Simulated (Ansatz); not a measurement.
Species: SiCl, charge 1, multiplicity 1. 
Geometry from a B3LYP-D3(BJ)/def2-TZVP (Ansatz, a program for electronic structure) optimisation:
```xyz
2

Si     0.0000     0.0000    -1.0778
Cl     0.0000     0.0000     0.8876
```
Charge +1, spin multiplicity 1.

Parts of the frozen-core correlation energy in cc-pV(D+d)Z (Ansatz, hartree). Frozen orbitals: 10; correlated occupied orbitals by spin: 5 and 5; virtual: 31 and 31. Spin-orbit coupling is left out. Non-relativistic.

```tsv
term	value
reference (HF)	-748.16891
MP2 opposite-spin	-0.14936
MP2 same-spin	-0.04865
CCSD correlation	-0.22463
(T)	-0.00782
CCSDT minus CCSD(T)	-0.00088
T1 diagnostic	0.020
largest doubles amplitude	0.082
```
